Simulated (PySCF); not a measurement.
Q: Write Cartesian coordinates for `C#C[C@H]1C=C(F)CN1` as optimised with GFN2-xTB.

A: 
```
atom  x, y, z in Å
C1     2.182   -1.695    0.460
C2     1.593   -0.729    0.069
C3     0.812    0.441   -0.319
C4    -0.239    0.052   -1.326
C5    -1.423    0.119   -0.745
F6    -2.607   -0.179   -1.294
C7    -1.353    0.577    0.680
N8     0.031    1.014    0.787
H9     2.722   -2.537    0.776
H10    1.495    1.210   -0.707
H11   -0.005   -0.261   -2.324
H12   -1.628   -0.244    1.360
H13   -2.027    1.419    0.874
H14    0.446    0.812    1.688
```

Any rigid rotation of these coordinates is as good. Atoms count from 1 in this order. The 5 C–C bonds span 1.197 Å (C1≡C2, drawn triple) to 1.506 Å (C3–C4, drawn single), a spread of 0.309 Å. N8 (secondary amine nitrogen) is pyramidal (angles 113.3°, 112.0° and 109.4°, sum 334.7°, 0.38 Å off the plane of its three neighbours). The 5-membered ring C3–C4–C5–C7–N8 has internal angles of 101.9° to 113.1° (sum 536°, against 540° for a flat polygon); it is puckered, 0.08 Å rms from its mean plane, widest ring torsion 19°.

Bonds between heavy atoms (Å): C1≡C2 1.197, C2–C3 1.459, C3–C4 1.506, C4=C5 1.320, C5–F6 1.339, C5–C7 1.498, C7–N8 1.456, C3–N8 1.470.

The geometry is computed with GFN2-xTB (gas phase).

Point group: C1 (no symmetry element, even within 0.4 Å). Whether it is a minimum is left open (no frequencies). One conformer, not necessarily the lowest (C2–C3–C4–C5 109°, C4–C5–C7–N8 10°, C5–C7–N8–C3 -18°, C2–C3–N8–C7 -100°).
